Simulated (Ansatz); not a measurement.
Relaxation of a periodic cell of 17 atoms, Ba16H (host Ba, host structure bcc, interstitial H), to a largest force component of 0.03 eV/Å in at most 60 steps.

These are results of DFT PBE, scalar-relativistic, plane waves, PAW (Ansatz 0.2.0), not measurements. Settings: cutoff 420 eV, k mesh 2x2x2, gaussian smearing 0.1 eV, no spin polarisation.

```xyz
17
Lattice="10.0400 0.0000 0.0000 0.0000 10.0400 0.0000 0.0000 0.0000 10.0400" Properties=species:S:1:pos:R:3:forces:R:3
Ba 0.000 0.000 0.000 -0.02 0.01 -0.02
Ba 5.020 0.000 0.000 0.02 0.01 -0.02
Ba 0.000 5.020 0.000 0.33 0.02 0.18
Ba 0.000 0.000 5.020 -0.06 0.00 0.03
Ba 2.510 2.510 2.510 0.00 0.36 -0.19
Ba 5.020 5.020 0.000 -0.34 0.02 0.18
Ba 5.020 0.000 5.020 0.06 0.00 0.03
Ba 7.530 2.510 2.510 0.00 -0.02 0.02
Ba 0.000 5.020 5.020 -0.01 0.00 0.05
Ba 2.510 7.530 2.510 0.00 -0.29 -0.17
Ba 2.510 2.510 7.530 0.00 -0.02 -0.06
Ba 5.020 5.020 5.020 0.01 0.00 0.05
Ba 7.530 7.530 2.510 0.00 0.02 0.02
Ba 7.530 2.510 7.530 0.00 -0.06 -0.04
Ba 2.510 7.530 7.530 0.00 0.00 -0.04
Ba 7.530 7.530 7.530 0.00 0.06 -0.03
H 2.499 5.134 1.223 0.01 -0.11 0.00
```

Where does it end, and by what steps?

The run converged. Limits of this set-up: coarse k mesh, odd electron count without spin. After 3 steps the energy has fallen by 0.159 eV; Ba5 moved furthest, 0.20 Å.

```json
{"step": "0", "energy less start (eV)": "0.0000", "largest force component (eV/Å)": "0.363", "accepted": "yes"}
{"step": "1", "energy less start (eV)": "-0.1096", "largest force component (eV/Å)": "0.203", "accepted": "yes"}
{"step": "2", "energy less start (eV)": "-0.1539", "largest force component (eV/Å)": "0.046", "accepted": "yes"}
{"step": "3", "energy less start (eV)": "-0.1594", "largest force component (eV/Å)": "0.004", "accepted": "yes"}
```

```xyz
17
Lattice="10.0400 0.0000 0.0000 0.0000 10.0400 0.0000 0.0000 0.0000 10.0400" Properties=species:S:1:pos:R:3
Ba 0.068 0.007 0.038
Ba 4.951 0.007 0.038
Ba 0.193 5.027 -0.008
Ba -0.060 0.007 4.952
Ba 2.509 2.714 2.512
Ba 4.826 5.027 -0.008
Ba 5.079 0.007 4.952
Ba 7.529 2.585 2.470
Ba -0.073 5.027 5.133
Ba 2.509 7.341 2.513
Ba 2.509 2.445 7.415
Ba 5.091 5.027 5.133
Ba 7.529 7.468 2.470
Ba 7.529 2.456 7.595
Ba 2.509 7.608 7.414
Ba 7.529 7.597 7.595
H 2.509 5.027 1.250
```

Whether the end is a true minimum wasn't checked by a vibrational analysis.

Time of the run: 23 s on 4 threads of Intel(R) Xeon(R) 6975P-C (Granite Rapids) (shared host), peak memory 2.7 GiB.
